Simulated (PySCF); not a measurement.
**Telling isomers of C$_{7}$H$_{12}$OSi apart by NMR**

Computational details: geometry: GFN2-xTB, shielding tensors at PBE0/pcSseg-1 (GIAO), in PySCF 2.14 (fast rotation and ring inversion assumed for equivalent nuclei, no solvent, relativity neglected, single conformer).

Referencing at the same level of theory: ¹H (σ = 31.72 ppm) and ¹³C (σ = 186.93 ppm) vs TMS. Where no couplings were computed, multiplicities follow the n + 1 count of equivalent neighbours, and m marks all less simple cases (inequivalent or close neighbours, rings, F or P nearby). Shifts are as computed. Against solution values, carbons near 30 ppm lie about +3 ppm off and those near 130 ppm about +5 ppm. Of 1211 compounds with measured shifts, 218 miss one by over three times the rms of a fit or turn the order of signals round; such compounds aren't used in these exercises.

(1) Tabulate the signals of `CCCc1coc([SiH3])c1`, `C#C[SiH2]OC/C=C/CC` and their relative energies.

(2) What is the quickest way to tell CCCc1coc([SiH3])c1 from C#C[SiH2]OC/C=C/CC?

Results:

(1) 
| SMILES | carbon types | δC | δH | E rel. (kcal/mol) |
| --- | --- | --- | --- | --- |
| CCCc1coc([SiH3])c1 | 2×C 2×CH 2×CH2 1×CH3 | 152.2, 151.6, 134.8, 133.7, 31.2, 30.0, 14.7 | 7.75 (m, 1H), 6.95 (m, 1H), 4.45 (s, 3H), 2.58 (t, 2H), 1.51 (m, 2H), 0.91 (t, 3H) | 0.0 |
| C#C[SiH2]OC/C=C/CC | 1×C 3×CH 2×CH2 1×CH3 | 143.1, 137.0, 103.1, 88.3, 69.1, 32.1, 17.2 | 6.06 (m, 1H), 5.89 (m, 1H), 5.00 (d, 2H), 4.35 (d, 2H), 2.13 (m, 2H), 1.97 (t, 1H), 1.10 (t, 3H) | 25.7 |

Energies are electronic energies at PBE0/pcSseg-1 on these geometries, without zero-point or thermal terms, each for the one conformer computed, which needn't be the lowest.

(2) Both give the same number of carbon signals, but DEPT or the intensities differ. The first has a substituted aromatic carbon next to the ring oxygen (C) at 152.2 ppm, the second an alkyne carbon (C) at 88.3 ppm. Their most deshielded carbons lie at 152.2 and 143.1 ppm. In the proton spectra the most deshielded non-exchanging signals are 7.75 (m, 1H) and 6.06 (m, 1H).
